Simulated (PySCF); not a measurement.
Harmonic spectrum computed at PBE0 in the def2-SVPD basis family (core potentials from Rb on, PySCF, no spin–orbit coupling):

| ω (cm⁻¹) | IR (km/mol, summed over degenerate members) | degeneracy |
| --- | --- | --- |
| 121 | 184 | 2 |
| 769 | 0.0 | 1 |
| 871 | 405 | 1 |

**Question.** Which molecule gave it? In each, all ligands are bound to the one heavy central atom.
A. NiO₂⁻ (quartet)
B. CoO₂⁻ (quintet)
C. CrO₂⁻ (quartet)
D. MnO₂⁻ (quintet)
E. RuO₂⁻ (doublet)

**Answer.** B. It has D∞h symmetry with Co–O 1.678 Å (×2).
